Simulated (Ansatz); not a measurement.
The Ge2–H3 bond of GaGeH5 (SMILES [GaH2][GeH3]) is stretched (multiplicity 1, the rest rigid).
Geometry at rest (charge 0, multiplicity 1):
```xyz
7

Ga    -1.2304    -0.0777    -0.2920
Ge     1.1573     0.0702     0.2737
H      1.9820    -1.1429    -0.1997
H      1.7871     1.3290    -0.3615
H      1.3593     0.1998     1.7986
H     -2.2172     1.0451     0.2026
H     -1.8013    -1.2698    -1.1461
```

Correlated levels freeze the cores. Filled d and f shells under p-block atoms count as core.

Programs: Ansatz (Gaussian orbitals). 

Energies above the point at 1.541 Å (the B3LYP-D3(BJ) bond length), FIC-MRCISD+Q on CASSCF(2,2)/cc-pVTZ (kcal/mol): 6.18 at 1.387 Å; 3.38 at 1.696 Å; 84.73 at 4.932 Å.

### Question
Take the last value as the depth D of a Morse curve D(1 − e^(−a(R − R₀)))², fit a and R₀ to the two near points, and test it at 2.081 and 2.697 Å.

### Answer

With D = 84.7, both near points (counted from the curve's value at 1.541 Å) are met by a = 1.50 Å⁻¹ and R₀ = 1.547 Å, so k = 2Da² = 380 kcal/(mol Å²). The curve then gives 25.7 and 57.2 kcal/mol; the level itself gives 26.6 and 61.8, so Morse is off by -0.9 and -4.6.

Ansatz is an electronic-structure program.
